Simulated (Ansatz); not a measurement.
`[ZnH][SiH]1N[SiH2]1` and `O=C[SiH]1N[SiH2]1` differ in one atom or group.

Ansatz, PBE0-D4/def2-TZVP geometries, multiplicity 1. Each molecule was computed in one conformer, which needn't be the lowest.

Scalar relativity is left out up to krypton.

| property | `[ZnH][SiH]1N[SiH2]1` |
| --- | --- |
| HOMO–LUMO gap (B3LYP/def2-TZVPP) / eV | 4.65 |
| HOMO–LUMO gap (PBE0/def2-TZVPP) / eV | 5.05 |
| HOMO energy (PBE0/def2-TZVPP) / eV | -6.49 |
| HOMO–LUMO gap (PBE/def2-TZVPP) / eV | 3.34 |
| LUMO energy (PBE0/def2-TZVPP) / eV | -1.45 |
| LUMO energy (ωB97M-V/def2-TZVPP) / eV | 0.09 |

Q: What does the change do to each property? (Estimate.)

A: The calculation gave: 
| property | `O=C[SiH]1N[SiH2]1` | shift |
| --- | --- | --- |
| HOMO–LUMO gap (B3LYP/def2-TZVPP) / eV | 4.48 | -0.17 |
| HOMO–LUMO gap (PBE0/def2-TZVPP) / eV | 4.90 | -0.15 |
| HOMO energy (PBE0/def2-TZVPP) / eV | -6.80 | -0.31 |
| HOMO–LUMO gap (PBE/def2-TZVPP) / eV | 2.52 | -0.82 |
| LUMO energy (PBE0/def2-TZVPP) / eV | -1.90 | -0.45 |
| LUMO energy (ωB97M-V/def2-TZVPP) / eV | 0.19 | 0.10 |

With PBE0 the HOMO falls by 0.31 eV and the LUMO falls by 0.45 eV, so the gap narrows by about 0.14 eV. PBE moves the HOMO by 0.08 eV and ωB97M-V by -0.53 eV.

B3LYP here is the variant with VWN-RPA as its local correlation; programs differ in this.
